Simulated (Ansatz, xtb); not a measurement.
## Relaxing a trial structure of C3H6AgB

The starting geometry of this gas-phase singlet was built from a drawn formula by distance geometry and a force field; its bonds are those of `B/[C]([Ag])=C/C`.

```xyz
11

C    -0.9159   -1.5177    0.3084
C    -0.9599   -0.1911   -0.0845
C    -2.2554    0.4629   -0.2492
Ag   -2.9422   -2.5624    0.7054
B     0.4442   -2.2808    0.4644
H     0.4266   -3.3984    0.7271
H     1.4760   -1.7302    0.1860
H    -0.0442    0.3507   -0.3084
H    -2.8116    0.4652    0.7572
H    -2.1398    1.5295   -0.5185
H    -2.8881   -0.0207   -1.0275
```

Where would you expect an optimisation with r2SCAN-D4/def2-SVP to take it?

It keeps its bonds, and is `B/[C]([Ag])=C/C`. Distances that change by over a tenth: C1–Ag4 (2.31 → 2.06 Å).

The energy falls by 0.58 eV over 27 steps:

```json
{"step": "1", "E − E(last) (eV)": "0.583"}
{"step": "4", "E − E(last) (eV)": "0.067"}
{"step": "7", "E − E(last) (eV)": "0.062"}
{"step": "10", "E − E(last) (eV)": "0.058"}
{"step": "13", "E − E(last) (eV)": "0.032"}
{"step": "15", "E − E(last) (eV)": "0.007"}
{"step": "18", "E − E(last) (eV)": "0.002"}
{"step": "21", "E − E(last) (eV)": "0.001"}
{"step": "24", "E − E(last) (eV)": "0.000"}
{"step": "27", "E − E(last) (eV)": "0.000"}
```

Final geometry (Å):

```yaml
atoms:
  - { symbol: C, position_ang: [-0.9659, -1.5681, 0.4121] }
  - { symbol: C, position_ang: [-1.0829, -0.3401, -0.1545] }
  - { symbol: C, position_ang: [-2.2898, 0.5212, -0.2834] }
  - { symbol: Ag, position_ang: [-2.6101, -2.4881, 1.2499] }
  - { symbol: B, position_ang: [0.3893, -2.2879, 0.4363] }
  - { symbol: H, position_ang: [0.5547, -3.3831, 0.9245] }
  - { symbol: H, position_ang: [1.3486, -1.7249, -0.0595] }
  - { symbol: H, position_ang: [-0.1600, 0.0925, -0.5846] }
  - { symbol: H, position_ang: [-3.1762, 0.0431, 0.1631] }
  - { symbol: H, position_ang: [-2.1225, 1.4992, 0.2025] }
  - { symbol: H, position_ang: [-2.4956, 0.7433, -1.3460] }
```

From the same start GFN2-xTB ends elsewhere, differing in Ag4–B5 (2.31 against 3.11 Å here).

No frequencies were run, so the end isn't proven a minimum. Atoms past krypton carry core potentials, without spin–orbit terms. Run with Ansatz 0.2.0, 100 s on 2 threads of Arm Neoverse V1 (shared host).
